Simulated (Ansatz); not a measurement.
C$_{3}$H$_{3}$FZn, SMILES `[F][Zn][C]1=CC1`. Total charge 0; spin multiplicity 1.

```xyz
8

F    -1.854    3.212    0.965
Zn   -1.072    1.732    0.466
C    -0.222    0.154   -0.053
C    -0.164   -0.913   -0.790
C     0.968   -0.782    0.150
H    -0.612   -1.516   -1.563
H     1.949   -0.482   -0.218
H     1.007   -1.405    1.044
```

Problem. What are the harmonic wavenumbers in cm⁻¹ at PBE0-D4/def2-TZVP (Ansatz, finite differences of forces, unscaled)? (An estimate is asked.)

Solution. The calculation gave: 96, 106, 254, 284, 384, 683, 765, 877, 982, 1004, 1060, 1099, 1172, 1516, 1768, 3067, 3133, 3278.

Problem. Is this a minimum?

Solution. Yes, all 18 modes are real.

Problem. Give the ideal-gas thermochemistry at 298.15 K and 1 bar (rigid rotor, harmonic oscillator; point group Cs, symmetry number 1).

Solution. Zero-point energy 128.8 kJ/mol; H(298) − E = 146.9 kJ/mol; entropy 329.3 J/(mol·K), of which translation 168.9, rotation 109.3, vibration 51.1; G(298) − E = 48.7 kJ/mol. Modes under 100 cm⁻¹ are hindered rotations or soft bends, so the harmonic entropy is rough.
